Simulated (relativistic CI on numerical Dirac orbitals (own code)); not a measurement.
Forbidden lines of Hf71+

Computed by Dirac equation for one electron, model QED (radiative potential, 1s self-energy scaled to tabulated hydrogen-like ionisation energies) (own radial code, finite nucleus).

Configuration list: 1s, 2s, 2p, 3s, 3p, 3d, 4s, 4p, 4d, 4f, 5s, 5p, 5d, 5f, 5g, 6s, 6p, 6d. Levels of other configurations are missing.

```tsv
λ vac (nm)	Lower	Upper	Type	A (s⁻¹)	gf	Branching (%)
0.01673	1s 2S_1/2 [1]	6d 2D_5/2 [30]	E2	1.26e+13	3.18e-04	5.3
0.01674	1s 2S_1/2 [1]	6d 2D_3/2 [28]	E2	1.43e+13	2.40e-04	5.3
0.01693	1s 2S_1/2 [1]	5d 2D_5/2 [22]	E2	2.07e+13	5.34e-04	5.1
0.01694	1s 2S_1/2 [1]	5d 2D_3/2 [19]	E2	2.36e+13	4.06e-04	5.1
0.01731	1s 2S_1/2 [1]	4d 2D_5/2 [15]	E2	3.66e+13	9.86e-04	4.7
0.01732	1s 2S_1/2 [1]	4d 2D_3/2 [12]	E2	4.20e+13	7.56e-04	4.8
0.01818	1s 2S_1/2 [1]	3d 2D_5/2 [9]	E2	6.43e+13	1.91e-03	3.6
0.01822	1s 2S_1/2 [1]	3d 2D_3/2 [7]	E2	7.48e+13	1.49e-03	3.8
0.02187	1s 2S_1/2 [1]	2s 2S_1/2 [3]	M1	1.29e+13	1.85e-04	n/a
0.07482	2p 2P°_1/2 [2]	5f 2F°_5/2 [21]	E2	4.50e+12	2.27e-03	2.2
0.08207	2p 2P°_3/2 [4]	5f 2F°_7/2 [24]	E2	5.43e+12	4.38e-03	2.7
0.09172	2p 2P°_3/2 [4]	4f 2F°_7/2 [16]	E2	8.07e+12	8.15e-03	2.1
```

Terms are leading LS components. Brackets give the number of a level in order of energy, since labels repeat. The list gives strong lines, with weight on those to low levels. Levels whose partners in the same complex of configurations lie outside the list can be far off, and so can their lines. Rates are taken at the computed energies, electric ones in the length gauge.
